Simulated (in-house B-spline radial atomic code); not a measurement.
Inner levels of fluorine as electrons are removed. A shift is the extra binding of the orbital against the neutral atom ([He] 2s2 2p5). The density at the nucleus is averaged over the nuclear charge. Computed with an all-electron radial atomic-structure program (B-spline basis): Dirac-Hartree-Fock, average of the configuration, finite nuclei.

| ion | configuration | shift of 1s1/2 (eV) | radius of 1s1/2 (bohr) | Σ<r²> (bohr²) | change of density at nucleus (bohr⁻³) |
| --- | --- | --- | --- | --- | --- |
| F | [He] 2s2 2p5 | 0 | 0.17551 | 10.227 | - |
| F+ | [He] 2s2 2p4 | ? | ? | ? | ? |
| F2+ | [He] 2s2 2p3 | 47.131 | 0.17525 | 5.0519 | 4.6034 |
| F3+ | [He] 2s2 2p2 | ? | ? | ? | ? |
| F4+ | [He] 2s2 2p1 | 114.15 | 0.17459 | 2.4627 | 11.786 |
| F5+ | [He] 2s2 | 154.68 | 0.17407 | 1.6076 | 16.337 |
| F6+ | [He] 2s1 | 193.86 | 0.17402 | 0.78469 | 0.60782 |
| F7+ | 1s2 | 235.8 | 0.1737 | 0.080936 | -18.356 |
| F8+ | 1s1 | 384.55 | 0.16643 | 0.036944 | -223.15 |

(1) Fill in the row of F+.

(2) Fill in the row of F3+.

Results:

(1) shift of 1s1/2 (eV): 20.95; radius of 1s1/2 (bohr): 0.17543; Σ<r²> (bohr²): 7.1146; change of density at nucleus (bohr⁻³): 1.9655.

(2) shift of 1s1/2 (eV): 78.255; radius of 1s1/2 (bohr): 0.17498; Σ<r²> (bohr²): 3.5719; change of density at nucleus (bohr⁻³): 7.8778.
